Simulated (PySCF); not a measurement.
BrGe, SMILES [Ge][Br] (connectivity only; charge and spin as stated), neutral, multiplicity 2. Geometry optimised at PBE0-D3(BJ)/def2-TZVP.

The numbers are results of PySCF with PBE0-D3(BJ)/def2-TZVP, not measurements.

Harmonic wavenumbers (cm⁻¹): 297. Rotational constants (GHz): 2.454 (linear); symmetry number 1.

Task: Work out the zero-point energy and the ideal-gas rigid-rotor harmonic-oscillator thermochemistry at 298.15 K and 1 atm.

Result: ZPE = ½ Σ hcν = ½ × 297 cm⁻¹ = 1.78 kJ/mol. H − E(el) = 11.57 kJ/mol. Entropy in J/(mol K): translation 171.45, rotation 73.47, vibration 6.00, spin 5.76, total 256.68. G − E(el) = -64.97 kJ/mol. Cp = 36.13 J/(mol K).
